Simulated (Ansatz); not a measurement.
```yaml
crystal:
  periodic: [false, false, false]
  atoms:
    - {symbol: Si, position_ang: [-0.401847, 0.872619, 0.706188]}
    - {symbol: O, position_ang: [-0.226755, -0.575022, 0.418921]}
    - {symbol: Cd, position_ang: [0.633321, -1.730917, -0.719660]}
    - {symbol: Br, position_ang: [1.767307, -3.186227, -2.212205]}
    - {symbol: H, position_ang: [-1.184350, 1.257043, 2.003170]}
    - {symbol: H, position_ang: [0.843156, 1.680834, 0.649667]}
    - {symbol: H, position_ang: [-1.205311, 1.471555, -0.433431]}
basis:
  gaussian: {orbitals: def2-SVPD}
hamiltonian: {xc: {name: BLYP}, dispersion: d3bjatm}
accuracy: high
scf: {lower_state_search: light}
relax: {f_tol: 0.0001, max_steps: 3}
output: {forces: true}
```

```sh
$ ansatz run in.yaml --threads 4 --pin off --events-out ev --progress --plain --max-ram 10444MiB
```

It prints (some lines left out):

```
Functional definition: BLYP
2899 factors; integrals over basis functions are off by at most 3.0e-9 eV
mean field evaluation 1: about -84561.1387 eV, gradient 7.5e1 eV
mean field evaluation 2: about -84418.4812 eV, gradient 2.2e2 eV
mean field evaluation 4: about -84569.6209 eV, gradient 3.0e1 eV
mean field evaluation 8: about -84571.8935 eV, gradient 8.8e-2 eV
mean field evaluation 16: about -84571.8930 eV, gradient 1.9e-5 eV
mean field -84571.89298167 eV, -3107.9597421884 hartree, gradient 2.0e-8 eV, S^2 0.000000; 0 other end points of the search recorded, 0 dependent functions left out
reference -84571.89303893 eV, -3107.9597442926 hartree; 40, 40 occupied and 106, 106 virtual orbitals, 2899 factors
relax step   1: F+E_penalty+E_count = -84572.25837727 eV  Δ(F+E_penalty+E_count) = +0.000e0 eV  max|allowed force component| = 9.101e0 eV/Å  Δτ_max = 0.0000 Å  (32 SCF iters, accepted)
2901 factors; integrals over basis functions are off by at most 3.5e-9 eV
mean field -84572.75691561 eV, -3107.9914911753 hartree, gradient 1.7e-8 eV, S^2 0.000000; 0 other end points of the search recorded, 0 dependent functions left out
reference -84572.75697379 eV, -3107.9914933131 hartree; 40, 40 occupied and 106, 106 virtual orbitals, 2901 factors
relax step   2: F+E_penalty+E_count = -84573.10947126 eV  Δ(F+E_penalty+E_count) = -8.511e-1 eV  max|allowed force component| = 4.447e0 eV/Å  Δτ_max = 0.1697 Å  (40 SCF iters, accepted)
2900 factors; integrals over basis functions are off by at most 4.2e-9 eV
mean field -84573.01280507 eV, -3108.0008949394 hartree, gradient 1.3e-8 eV, S^2 0.000000; 0 other end points of the search recorded, 0 dependent functions left out
reference -84573.01286371 eV, -3108.0008970944 hartree; 40, 40 occupied and 106, 106 virtual orbitals, 2900 factors
relax step   3: F+E_penalty+E_count = -84573.35897496 eV  Δ(F+E_penalty+E_count) = -2.495e-1 eV  max|allowed force component| = 1.154e0 eV/Å  Δτ_max = 0.0942 Å  (38 SCF iters, accepted)
Error: geometry relaxation did not converge after 3 steps: max|allowed force component| = 1.15e0 eV/Å (threshold 1.0e-4). Raise `relax.max_steps` over both its present limit and 3, loosen `relax.f_tol`, or start from a geometry closer to equilibrium. Where this run's directory can be resumed (`checkpoint.write`), a resume goes on for up to `relax.max_steps` more
```

In this input the relaxation is allowed too few steps for its threshold. The run did not converge.
